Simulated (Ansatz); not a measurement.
Process, species as SMILES: [Cl][Ge]([Cl])([Cl])[Cl] [tetrachlorogermane] → [Cl][Ge]([Cl])[Cl] + Cl atom (the Cl-Ge bond at the site shown breaks; other sites are not compared here)
Structures are relaxed separately at B3LYP-D3(BJ)/def2-TZVP in Ansatz (an electronic-structure program). Frequencies are from Ansatz.

Wanted: bond dissociation energy (0 K, with B3LYP-D3(BJ) harmonic zero-point energies), in eV. Correlated levels leave the core frozen unless marked. Open shells are spin-unrestricted. No spin-orbit coupling. Frozen are the shells of the preceding noble gas and the d and f shells that filled before the atom's block. No relativistic terms. CBS marks a two-point X^-3 extrapolation of the correlation energy; Hartree-Fock from the larger set.

CCSD(T)/CBS(def2-TZVPP,def2-QZVPP) (Ansatz) gives 4.07 eV.

Problem. Another calculation gave 3.83 eV. Which level was it?
(A) r2SCANh/def2-TZVPD (Ansatz)
(B) BLYP/def2-TZVPD (Ansatz)
(C) revPBE/def2-TZVPD (Ansatz)
(D) wB97X/def2-TZVPD (Ansatz)

Solution. A, r2SCANh/def2-TZVPD (Ansatz). The others give 3.35 (BLYP), 3.51 (revPBE), 3.97 (wB97X) eV.
